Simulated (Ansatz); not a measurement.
C7H14 (`CC1CCCCC1`). The species carries charge 0 and has multiplicity 1. The structure was optimised at the PBE0-D4/def2-TZVP level. It is a higher conformer; a search finds a lower one.

```xyz
21

C    -0.335   -0.730   -1.886
C    -0.833    0.263   -0.842
C     0.217    1.325   -0.509
C     1.377    0.772    0.308
C     0.882    0.092    1.578
C    -0.141   -0.991    1.260
C    -1.297   -0.432    0.440
H     0.535   -1.293   -1.542
H    -0.048   -0.215   -2.807
H    -1.115   -1.454   -2.137
H    -1.700    0.777   -1.274
H     0.586    1.786   -1.431
H    -0.266    2.125    0.067
H     1.946    0.051   -0.291
H     2.074    1.578    0.557
H     1.722   -0.329    2.138
H     0.417    0.844    2.228
H     0.350   -1.802    0.710
H    -0.522   -1.436    2.183
H    -2.009   -1.226    0.195
H    -1.841    0.296    1.055
```

(1) What is the dipole moment at B3LYP/def2-TZVPP? (Best estimate.)

(2) And with PBE, r2SCAN, ωB97M-V? (Estimate.)

(3) Give the Mulliken charges with B3LYP, r2SCAN, PBE in def2-TZVPP. (An estimate is asked.)

Answers

(1) Ansatz gave: 0.07 D, with components (-0.04, 0.05, 0.02) D in this frame, pointing from negative to positive charge.

(2) The calculation gave: PBE 0.07 D, r2SCAN 0.06 D, ωB97M-V 0.07 D.

(3) Computed: 
```csv
atom,B3LYP,r2SCAN,PBE
C1,-0.29,-0.22,-0.29
C2,0.11,0.21,0.11
C3,-0.13,-0.07,-0.11
C4,-0.13,-0.06,-0.12
C5,-0.10,-0.02,-0.09
C6,-0.13,-0.06,-0.12
C7,-0.13,-0.07,-0.11
H8,0.07,0.05,0.07
H9,0.08,0.04,0.07
H10,0.08,0.04,0.07
H11,0.03,-0.02,0.02
H12,0.06,0.02,0.05
H13,0.06,0.02,0.05
H14,0.05,0.02,0.05
H15,0.06,0.02,0.06
H16,0.06,0.02,0.05
H17,0.05,0.01,0.05
H18,0.05,0.02,0.05
H19,0.06,0.02,0.06
H20,0.06,0.02,0.05
H21,0.06,0.02,0.05
```

B3LYP here is the variant with VWN-RPA as its local correlation; programs differ in this.
